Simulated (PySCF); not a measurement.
# Chlorine: a sound run and one with changed settings

Sound run: Cl⁺ [Ne] 3s2 3p4, Cl²⁺ [Ne] 3s2 3p3. Calculation: PySCF 2.14, in x2c-TZVPall (5s5p2d1f, 37 functions); scalar relativity by spin-free X2C-1e. In the sound run the correlated levels freeze [Ne]. The sound run starts from symmetry-adapted Hartree-Fock orbitals and uses a fine grid where one is needed.

Changed run: basis STO-3G, all-electron and non-relativistic. This setting is unsound on purpose.

| species | method | sound run (hartree) | changed run (hartree) | converged |
| --- | --- | --- | --- | --- |
| Cl⁺ | UHF | -460.45561 | -454.12970 | yes |
| Cl⁺ | TPSS | -461.11322 | -454.67863 | yes |
| Cl⁺ | M06-2X | -461.08624 | -454.67933 | yes |
| Cl⁺ | MP2 | -460.57638 | -454.12970 | yes |
| Cl²⁺ | UHF | -459.62612 | -453.24325 | yes |
| Cl²⁺ | TPSS | -460.23503 | -453.73441 | yes |
| Cl²⁺ | M06-2X | -460.21120 | -453.74076 | yes |
| Cl²⁺ | MP2 | -459.71912 | -453.24325 | yes |

Ionisation energy of Cl⁺:

```csv
method,sound run (eV),changed run (eV)
UHF,22.572,24.121
TPSS,23.897,25.694
M06-2X,23.811,25.540
MP2,23.327,24.121
SCS-MP2,23.405,24.121
```

A minimal basis cannot let orbitals breathe on ionisation and holds almost no correlation. The Hamiltonian changed with the basis, so the totals do not compare.

For comparison, NIST gives 23.814 eV between the lowest levels.
